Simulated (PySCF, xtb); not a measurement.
Si(H)(Me)2(NH2) (C2H9NSi), SMILES C[SiH](C)N. The values are those of a single conformer.

Harmonic wavenumbers (cm⁻¹) from GFN2-xTB (xtb 6.7.1) at its own minimum, in rising order: 105, 117, 144, 188, 200, 239, 480, 611, 661, 678, 747, 780, 801, 815, 837, 864, 919, 1378, 1380, 1493, 1496, 1497, 1502, 1526, 2194, 3025, 3032, 3034, 3045, 3051, 3054, 3476, 3511.

**Question.** What does PBE-D3(BJ)/def2-SVP (PySCF 2.14.0) give at its own minimum? (The exact figures need the calculation; the answer reports its results.)

**Answer.** 145, 152, 165, 201, 240, 262, 433, 584, 616, 663, 672, 736, 775, 827, 860, 881, 907, 1210, 1217, 1378, 1378, 1386, 1392, 1500, 2141, 2963, 2973, 3059, 3065, 3066, 3083, 3471, 3563. Paired by order, the mean absolute difference is 50 cm⁻¹ and the zero-point energies are 67.0 and 65.7 kcal/mol.
